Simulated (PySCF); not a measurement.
## Ca: excitation energy

Ca [Ar] 4s2 (1S) → Ca [Ar] 4s1 4p1 (3P), as a difference of total energies. Calculation: PySCF 2.14, in x2c-TZVPPall with one added diffuse shell each of s, p, d type (7s6p4d, 45 functions); scalar relativity by spin-free X2C-1e. Correlated levels: valence and next inner shell: [Ne] frozen. The calculations carry no spin-orbit coupling.

```json
{"method": "UHF", "excitation energy (eV)": "1.035"}
{"method": "MP2 (valence and next inner shell)", "excitation energy (eV)": "1.768"}
{"method": "SCS-MP2 (valence and next inner shell)", "excitation energy (eV)": "1.838"}
{"method": "CCSD (valence and next inner shell)", "excitation energy (eV)": "1.822"}
{"method": "CCSD(T) (valence and next inner shell)", "excitation energy (eV)": "1.866"}
```

Question: How much does correlation contribute at CCSD(T) (valence and next inner shell)?

Answer: 1.866 − (1.035) = 0.831 eV, measured against UHF.

Errors of the correlated levels include the incompleteness of this basis and the frozen core.

For comparison: 1.892 eV (measured; NIST levels, between the centres of gravity of the two terms).
